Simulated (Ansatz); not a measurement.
Consider the formal exchange of groups at a C–O bond: `C[O][AlH][Cl]` + `FC1=C[SiH2]1` → `CC1=C(F)[SiH2]1` + `[OH][AlH][Cl]`.

Gas-phase electronic energies from Ansatz, PBE0-D4/def2-TZVP geometries. CBS: MP2 limit from def2 TZ/QZ plus the TZ coupled-cluster correction, frozen cores. This one scheme is used for every species. DFT in def2-TZVPP. One conformer a species, not always the lowest.

`C[O][AlH][Cl]`:

Z-matrix (Å, degrees):
```
C
O 1 1.400
H 1 1.094 2 109.9
H 1 1.096 2 112.3 3 120.6
H 1 1.094 2 109.8 3 -118.7
Al 2 1.672 1 136.5 3 -120.3
Cl 6 2.097 2 118.9 1 -0.0
H 6 1.563 2 119.8 1 180.0
```

`FC1=C[SiH2]1`:

Cartesian coordinates in Å:
```
F -1.463 -0.683 -1.606
C -0.613 -0.247 -0.695
C 0.025 0.891 -0.477
Si 0.407 -0.385 0.777
H 0.113 1.873 -0.922
H 1.698 -1.117 0.778
H -0.167 -0.333 2.144
```

`CC1=C(F)[SiH2]1`:

Z-matrix (Å, degrees):
```
C
C 1 1.479
H 1 1.092 2 111.8
H 1 1.093 2 110.5 3 121.0
H 1 1.093 2 110.4 3 -120.9
C 2 1.325 1 140.5 3 1.1
Si 2 1.837 1 152.8 3 -179.0
F 6 1.326 2 134.7 1 -0.1
H 7 1.486 2 122.0 1 -75.1
H 7 1.486 2 122.0 1 75.3
```

`[OH][AlH][Cl]`:

Z-matrix (Å, degrees):
```
Al
O 1 1.684
Cl 1 2.096 2 119.8
H 1 1.563 2 119.3 3 180.0
H 2 0.956 1 124.3 3 0.0
```

```json
{"level": "PBE-D4", "ΔE (kcal/mol)": "-18.3", "difference from CCSD(T)/CBS": "-0.1"}
{"level": "r2SCAN-D4", "ΔE (kcal/mol)": "-18.0", "difference from CCSD(T)/CBS": "0.2"}
{"level": "ωB97X-V", "ΔE (kcal/mol)": "-16.8", "difference from CCSD(T)/CBS": "1.4"}
{"level": "ωB97M-V", "ΔE (kcal/mol)": "-17.4", "difference from CCSD(T)/CBS": "0.8"}
{"level": "B2PLYP", "ΔE (kcal/mol)": "-17.4", "difference from CCSD(T)/CBS": "0.8"}
{"level": "SCS-MP2/def2-TZVPP", "ΔE (kcal/mol)": "-17.9", "difference from CCSD(T)/CBS": "0.3"}
{"level": "CCSD/def2-TZVPP", "ΔE (kcal/mol)": "-17.4", "difference from CCSD(T)/CBS": "0.8"}
{"level": "CCSD(T)/def2-TZVPP", "ΔE (kcal/mol)": "-17.7", "difference from CCSD(T)/CBS": "0.5"}
{"level": "HF/def2-QZVPP", "ΔE (kcal/mol)": "-14.9", "difference from CCSD(T)/CBS": "3.3"}
{"level": "CCSD/CBS(def2)", "ΔE (kcal/mol)": "-17.9", "difference from CCSD(T)/CBS": "0.3"}
{"level": "CCSD(T)/CBS", "ΔE (kcal/mol)": "-18.2", "difference from CCSD(T)/CBS": "0"}
```

Largest T1 diagnostic among the species: 0.014.

In def2-TZVPP, CCSD(T) changes the Hartree–Fock value by −2.7 kcal/mol (the triples alone add −0.3 kcal/mol) and MP2 by −4.4 kcal/mol.
